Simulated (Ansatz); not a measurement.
Program: Ansatz. Geometries: PBE0-D4/def2-TZVP. ΔE: electronic, gas phase. CCSD(T)/CBS is the MP2 limit (def2-TZVPP, def2-QZVPP) plus CCSD(T) − MP2 in def2-TZVPP, frozen cores. DFT in def2-TZVPP. For Ga outer-core shells are correlated without core-valence functions, which leaves a few kJ/mol of doubt a bond. Scalar relativity is left out up to krypton. One conformer a species, not always the lowest.

Consider the ligand exchange at the Si–O bond: `[OH][Ga]([Cl])[O][SiH3]` + `[OH][Ga]([OH])[F]` → `[OH][Ga]([F])[O][SiH3]` + `[OH][Ga]([OH])[Cl]`.

```
                  species  PBE energy (Eh)
`[OH][Ga]([Cl])[O][SiH3]`      -2826.85134
      `[OH][Ga]([OH])[F]`      -2176.02721
 `[OH][Ga]([F])[O][SiH3]`      -2466.60536
     `[OH][Ga]([OH])[Cl]`      -2536.27350
```

Question: Work out ΔE.

Answer: ΔE = (-2466.60536) + (-2536.27350) − (-2826.85134) − (-2176.02721) = -0.00031 Eh = -0.8 kJ/mol. CCSD(T)/CBS gives +0.2 kJ/mol.

Largest T1 diagnostic among the species: 0.014.
